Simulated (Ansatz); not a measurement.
Compare A (`C[CH]1[AlH][C]1(F)F`) with its isomer B (`C=C[CH2][Al]([F])[F]`).

Calculated with Ansatz (gas phase, PBE0-D4/def2-TZVP geometries, no zero-point term in ΔE). CCSD(T)/CBS adds triple-zeta CCSD(T) − MP2 to the extrapolated MP2 energy (def2 sets, frozen cores). DFT in def2-TZVPP. B3LYP here is the variant with VWN-RPA as its local correlation; programs differ in this. Each species was taken in one conformer, which may not be the lowest.

Task: Which is lower in electronic energy at CCSD(T)/CBS, and by how much? (Best estimate.)

Result: Ansatz gave: B, by 146.4 kcal/mol.

Task: Give E(B) − E(A) in kcal/mol with B2PLYP, MP2/def2-TZVPP, B3LYP-D4, B3LYP, PBE-D4, r2SCAN-D4, PBE0-D4. (Estimate.)

Result: Computed: B2PLYP -145.1, MP2/def2-TZVPP -149.3, B3LYP-D4 -142.1, B3LYP -141.9, PBE-D4 -132.9, r2SCAN-D4 -141.1, PBE0-D4 -136.6. None reverses the order clearly.

Largest T1 diagnostic: 0.013.

From PBE to PBE0 (25 % exact exchange), in def2-TZVPP and without D4, E(B) − E(A) moves by −3.7 kcal/mol.
